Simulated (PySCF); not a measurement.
## Spin-Hamiltonian simulation

Molecule: Benzyl Cyanide (SMILES c1cc(CC#N)ccc1).

Cartesian coordinates in Å; atom numbers follow the order of the lines, from 1:
```xyz
16

N     3.025   -0.140    1.592
C     2.417   -0.195    0.609
C     1.640   -0.259   -0.627
C     0.161   -0.028   -0.400
C    -0.689   -1.106   -0.138
C    -2.047   -0.893    0.087
C    -2.567    0.400    0.055
C    -1.723    1.479   -0.203
C    -0.365    1.266   -0.429
H     1.812   -1.244   -1.088
H     2.046    0.492   -1.322
H    -0.284   -2.121   -0.110
H    -2.703   -1.743    0.288
H    -3.632    0.567    0.230
H    -2.124    2.494   -0.230
H     0.294    2.115   -0.628
```

[PySCF 2.14: J couplings at B3LYP/pcJ-1 (without the spin–dipole term); NMR shieldings at PBE0/pcSseg-1/GIAO; coordinates at the PBE0-D3(BJ)/def2-SVP level; non-relativistic; gas phase; a single conformation; fast rotation and ring inversion assumed for equivalent nuclei]

Referencing at the same level of theory: ¹H (31.27 ppm) vs TMS.

Shifts (ppm): H10/H11 3.25, H12/H16 7.43, H13/H15 7.56, H14 7.50.
Couplings (Hz): H10–H11: -18.8; H10–H12, H10–H16, H11–H12, H11–H16: -0.5; H10–H13, H10–H15, H11–H13, H11–H15: 0.2; H10–H14, H11–H14: -0.4; H12–H13, H15–H16: 8.6; H12–H14, H14–H16: 0.9; H12–H15, H13–H16: 0.6; H12–H16: 1.8; H13–H14, H14–H15: 8.4; H13–H15: 1.0.

The 7-spin Hamiltonian (Zeeman plus full scalar coupling among like nuclei) was diagonalised exactly; lines are Lorentzian, 0.5 Hz wide, and the maxima above 3 % are listed with the tallest set to 100.

Task: Give the ¹H peak list of this spin system at 200 MHz.

Result: 
Hz from δ = 0 (height): 1523.8 (4), 1521.7 (3), 1520.6 (5), 1516.4 (6), 1514.1 (21), 1512.6 (13), 1510.6 (8), 1507.9 (20), 1506.4 (36), 1505.6 (43), 1504.1 (13), 1503.3 (20), 1501.2 (4), 1499.0 (7), 1498.6 (8), 1498.4 (8), 1497.5 (9), 1490.2 (31), 1488.4 (23), 1488.1 (21), 1486.7 (6), 1486.2 (7), 1484.7 (4), 1484.1 (6), 1483.4 (7), 1482.2 (12), 1481.7 (15), 1480.2 (13), 650.1 (100)

Task: And at 500 MHz?

Result: 
Hz from δ = 0 (height): 3790.2 (9), 3788.8 (13), 3787.5 (5), 3782.6 (10), 3781.1 (33), 3779.6 (24), 3774.0 (13), 3772.7 (30), 3771.9 (21), 3771.0 (7), 3758.2 (8), 3757.1 (16), 3756.0 (10), 3751.0 (5), 3749.0 (19), 3746.5 (4), 3741.7 (3), 3740.7 (5), 3720.2 (22), 3719.8 (28), 3719.2 (26), 3718.6 (34), 3718.2 (29), 3717.1 (7), 3716.6 (8), 3712.2 (13), 3711.6 (14), 3710.7 (26), 3710.2 (27), 3709.7 (21), 1625.0 (100)

Task: Among coupled protons with different shifts, which pair is furthest from first order, and how does the field change that?

Result: H13 and H14: Δν/J is about 1.4 at 200 MHz (strongly coupled) and 3.6 at 500 MHz (strongly coupled). J in Hz doesn't depend on the field, while Δν in Hz grows in proportion to it. The system also holds chemically equivalent protons that couple differently to a partner (AA′BB′ or AA′XX′ type), and that part stays second order at any field.

Unscaled 3J(H,H) at this level run about 10 % above measured values.
